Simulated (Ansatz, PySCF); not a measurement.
methylhydroxycarbene (C₂H₄O), SMILES C[C]O (connectivity only; charge and spin as stated), neutral, multiplicity 1. Atoms are numbered in the order given.

```xyz
7

C      0.1313    -1.1360     0.0000
C     -0.6615     0.1346     0.0000
O      0.1267     1.1740     0.0000
H      0.7837    -1.1579     0.8861
H     -0.4969    -2.0242     0.0000
H      0.7837    -1.1579    -0.8861
H      1.0965     0.9560     0.0000
```
Charge 0, spin multiplicity 1.

Geometry: r2SCAN-D4/def2-TZVP. The geometry has at least one imaginary mode, so it is a saddle point at that level. One conformer was computed; it need not be the lowest.

Vertical ionisation energy (IE) and electron affinity (EA) in eV. Rows of orbital energies are one-electron estimates. Where ΔSCF, EOM or ADC give a negative EA the extra electron is unbound and the value depends on the basis.

```
level                                                                   IE     EA
--------------------------------------------------------------------  ----  -----
−ε(HOMO), −ε(LUMO), r2SCAN/def2-TZVPD (PySCF)                         5.14   2.20
−ε(HOMO), −ε(LUMO), PBE/def2-TZVPD (PySCF)                            4.93   2.54
ADC(2)/aug-cc-pVDZ (PySCF)                                            8.26  -0.59
ΔSCF, PBE0/def2-TZVPD (Ansatz), final states of multiplicity 2 and 2   ___    ___
ΔSCF, PBE/def2-TZVPD (Ansatz), final states of multiplicity 2 and 2   8.61  -0.61
```

Q: What belongs in the gaps? (The exact figures need the calculation; the answer reports its results.)

A: 
- ΔSCF, PBE0/def2-TZVPD (Ansatz, a quantum-chemistry and plane-wave program), final states of multiplicity 2 and 2, IE: 8.64
- ΔSCF, PBE0/def2-TZVPD (Ansatz), final states of multiplicity 2 and 2, EA: -0.72

Q: What vertical singlet–triplet gap does ΔSCF give with PBE0/def2-TZVPD (Ansatz) and with PBE/def2-TZVPD (Ansatz)? (Estimate from the structure and the level; the computed values follow.)

A: 1.41 and 1.57 eV (triplet above singlet where positive).

Computed lowest 1s main lines (those of the lightest heavy element) from CVS-ADC(2)-x/aug-cc-pVDZ (PySCF, non-relativistic), with pole strengths:
292.3 eV (1.53), 295.0 eV (1.50).

Q: Beyond the first one, list the lowest photoelectron lines from ADC(2)/aug-cc-pVDZ (PySCF) with their pole strengths (two spins summed). (An estimate is asked for; the answer gives what the named calculation found.)

A: 12.55 eV (1.76), 12.85 eV (1.75), 15.12 eV (1.80), 15.24 eV (1.80), 16.29 eV (1.74).
